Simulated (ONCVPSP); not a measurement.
palladium (Pd), ONCV: configuration errors across variants

```
Element                 : palladium (Pd)
Generator               : ONCVPSP 4.0.1
Type                    : optimised norm-conserving Vanderbilt (ONCV)
Functional              : PW91
Relativity              : fully relativistic
Frozen core             : [Ar] 3d10
Valence charge          : 18
Reference configuration : 4s2 4p6 4d7 (charge +3)
Partial waves           : 4s: rc 1.60 bohr, ncon 3, nbas 7, qcut 7.8 1/bohr, 2 projectors, debl 3.1 Ha; 4p: rc 1.50 bohr, ncon 4, nbas 8, qcut 10.5 1/bohr, 2 projectors, debl 2.5 Ha; 4d: rc 1.95 bohr, ncon 5, nbas 10, qcut 8.5 1/bohr, 1 projector
Local potential         : polynomial inside 1.15 bohr (lpopt 5, dvloc0 6 Ha)
Core correction         : none
```

Open shells are filled in proportion to 2j + 1.

In the s channel the program set the typed energies aside and used -4.634, 0.050 Ha. In the p channel the program set the typed energies aside and used -3.309, 0.250 Ha (j = l + 1/2; the other j can differ).

All-electron excitation energies from the reference (eV): (1) 4s2 4p6 4d9 -55.332; (2) 4s2 4p6 4d8 -34.436; (3) 4s2 4p6 4d9 5p1 -59.243.

3 further variants failed, have other tests or another functional or relativity, and are left out.

Errors AE − PS in meV (a dash: test not solved or not reliable):

```tsv
change	(1)	(2)	(3)	bound ghosts	GHOST(+) flags above zero
base	+8.1	+4.8	+5.9	none	none
local potential polynomial inside 1.40 bohr (lpopt 2, dvloc0 0 Ha)	-2.0	+1.8	-4.2	none	none
d: nproj 2	+21	+8.7	+18	none	none
d: rc 2.52	+55	+26	+40	none	none
p: qcut 6	+8.3	+5.0	+6.5	none	none
```

Task: Give the same row for: core correction Teter function fitted to the true core (icmod 2), fcfact 0.5.

Result: +8.5, +5.1, +6.3; bound ghosts: none; GHOST(+) flags above zero: none.
